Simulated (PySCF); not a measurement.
Vertical excitations of a molecule CH₅F₃Si₂ from TDA-B3LYP/def2-SVPD (PySCF), as energy in eV (oscillator strength): 7.64 (0.053), 7.93 (0.007), 8.28 (0.019), 8.43 (0.005), 8.51 (0.015), 8.66 (0.005), 8.71 (0.065), 8.95 (0.028), 9.20 (0.063), 9.29 (0.053). Lowest triplet (TDA): 7.24 eV. Geometry optimised at PBE-D3(BJ)/def2-SVP. The values are those of a single conformer.

Q: Which molecule gave these data?
(A) F[SiH2]C(F)[SiH2]F
(B) F[SiH2]C[SiH](F)F
(C) F[SiH2][SiH2]C(F)F
(D) F[C@@H]([SiH3])[SiH](F)F

A: B, F[SiH2]C[SiH](F)F
